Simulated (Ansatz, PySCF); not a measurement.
Isomers of H4O2Si2. Isolated molecules, 0 K electronic values unless said otherwise. One relaxed conformer stands for each flexible species; it need not be the lowest. Strings in code marks are SMILES.

Quantity: vertical ionisation energy (energy after one electron is removed minus that of the parent at the parent's geometry), in eV. The restricted reference of `O/[SiH]=[SiH]/O` and `O/[SiH]=[SiH]\O` is unstable towards unrestricted orbitals.

Level 1: frozen-core MP2/cc-pVTZ // r2SCAN-D4/def2-TZVP (Ansatz, a program for electronic structure)
Level 2: PBE/6-31G* // r2SCAN-D4/def2-TZVP (PySCF)
Level 3: minus the HOMO energy of SVWN5/6-31G* // r2SCAN-D4/def2-TZVP (PySCF)
Level 4: HF/6-31G* // r2SCAN-D4/def2-TZVP (PySCF)

```csv
species,level 2,level 3,level 4
"`O/[SiH]=[SiH]\O` (H–O–Si–Si torsion 52°, Si–Si–O–H torsion -118°)",7.51,4.77,6.57
`O=[Si](O)[SiH3]` (Si–Si–O–H torsion 0°),9.80,6.46,8.41
"`O=[SiH][SiH2]O` (O–Si–Si–O torsion 180°, Si–Si–O–H torsion 180°)",9.33,6.10,8.17
"`O[Si](O)=[SiH2]` (H–O–Si–Si torsion -19°, Si–Si–O–H torsion -165°)",8.01,5.20,6.96
`O=[SiH]O[SiH3]` (O–Si–O–Si torsion 1°),10.24,6.73,8.95
"`O/[SiH]=[SiH]/O` (H–O–Si–Si torsion -58°, Si–Si–O–H torsion 58°)",7.45,4.71,6.57
```

### Question
What does level 1 give for each, and how far do the other levels lie from it on average?

### Answer

- `O/[SiH]=[SiH]\O` (H–O–Si–Si torsion 52°, Si–Si–O–H torsion -118°): 7.67
- `O=[Si](O)[SiH3]` (Si–Si–O–H torsion 0°): 10.59
- `O=[SiH][SiH2]O` (O–Si–Si–O torsion 180°, Si–Si–O–H torsion 180°): 10.39
- `O[Si](O)=[SiH2]` (H–O–Si–Si torsion -19°, Si–Si–O–H torsion -165°): 8.06
- `O=[SiH]O[SiH3]` (O–Si–O–Si torsion 1°): 11.08
- `O/[SiH]=[SiH]/O` (H–O–Si–Si torsion -58°, Si–Si–O–H torsion 58°): 7.60
Mean absolute difference from level 1, which has limits of its own, over these rows (drawn at random from the members that have all these levels): level 2 0.51 eV, level 3 3.57 eV, level 4 1.63 eV.
